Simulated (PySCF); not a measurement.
## Ag²⁺: ionisation energy

Ag²⁺ [Kr] 4d9 (2D) → Ag³⁺ [Kr] 4d8 (3F), as a difference of total energies. Calculation: PySCF 2.14, in x2c-TZVPPall (8s6p6d2f1g, 79 functions); the spin-free X2C one-electron Hamiltonian (Gaussian nucleus). Correlated levels: valence: [Kr] frozen. The calculations carry no spin-orbit coupling.

| method | ionisation energy (eV) |
| --- | --- |
| UHF | 32.957 |
| MP2 (valence) | 34.821 |
| SCS-MP2 (valence) | 34.684 |
| CCSD (valence) | 34.568 |
| CCSD(T) (valence) | 34.639 |

Problem. How much does correlation contribute at CCSD(T) (valence)?

Solution. 34.639 − (32.957) = 1.682 eV, measured against UHF.

The reference lies between the lowest fine-structure levels, while these numbers refer to the centres of the terms.

Errors of the correlated levels include the incompleteness of this basis and the frozen core.

For comparison: 34.8 ± 0.3 eV (semi-empirical (NIST evaluation); NIST Atomic Spectra Database, ionization energies).
